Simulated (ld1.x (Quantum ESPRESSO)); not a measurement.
lead, ultrasoft: configuration errors across variants

lead, ultrasoft, made with ld1.x (Quantum ESPRESSO) 7.5 (PBEsol, scalar-relativistic). Core [Xe] 4f14, reference 5d10 6s2 6p2. Waves: 6s (bound): rcut 1.45, rcutus 1.90 bohr; 6s channel at -0.2 Ry: rcut 1.45, rcutus 1.90 bohr; 6p (bound): rcut 1.60, rcutus 2.15 bohr; 6p channel at 1.5 Ry: rcut 1.60, rcutus 2.15 bohr; 5d (bound): rcut 1.00, rcutus 1.30 bohr; 5d channel at -0.45 Ry: rcut 1.00, rcutus 1.30 bohr. Local part: all-electron potential smoothed inside 2.10 bohr (lloc = -1). Core correction: none. Augmentation charge: PSQ, inside the norm-conserving radii.

All-electron excitation energies from the reference (eV): (1) 5d10 6s2 6p1 6.598; (2) 5d10 6s2 6p0 20.045; (3) 5d10 6s1 6p0 52.524; (4) 5d10 6s0 6p4 17.906; (5) 5d10 6s0 6p0 95.241; (6) 5d9 6s2 6p3 19.287; (7) 5d10 6s1 6p2 16.176.

2 further variants failed, have other tests or too few solved ones, and are left out.

A true bound ghost makes a file unfit for plane-wave use even where its test errors are small: the radial tests pick states by their node count and pass the ghost by.

Errors AE − PS in meV (a dash: test not solved or not reliable):

| change | (1) | (2) | (3) | (4) | (5) | (6) | (7) | bound ghosts |
| --- | --- | --- | --- | --- | --- | --- | --- | --- |
| base | -3.0 | -8.4 | -13 | +9.2 | +25 | +13 | -2.0 | none |
| waves 6p (bound): rcut 1.60, rcutus 2.06 bohr; 6p channel at 1.5 Ry: rcut 1.60, rcutus 2.06 bohr | -3.6 | -8.6 | -13 | -1.3 | +24 | -13 | -6.5 | p |
| waves 6p (bound): rcut 1.60, rcutus 2.76 bohr; 6p channel at 1.5 Ry: rcut 1.60, rcutus 2.76 bohr | -2.9 | -7.7 | -11 | +9.6 | +29 | +16 | -2.3 | none |
| waves 6p (bound): rcut 1.60, rcutus 3.22 bohr; 6p channel at 1.5 Ry: rcut 1.60, rcutus 3.22 bohr | -2.8 | -7.6 | -10 | +11 | +30 | +22 | -2.3 | none |

**Question.** Give the same row for: waves 6p (bound): rcut 1.60, rcutus 2.38 bohr; 6p channel at 1.5 Ry: rcut 1.60, rcutus 2.38 bohr.

**Answer.** -3.0, -8.0, -12, +9.0, +27, +12, -2.3; bound ghosts: none.
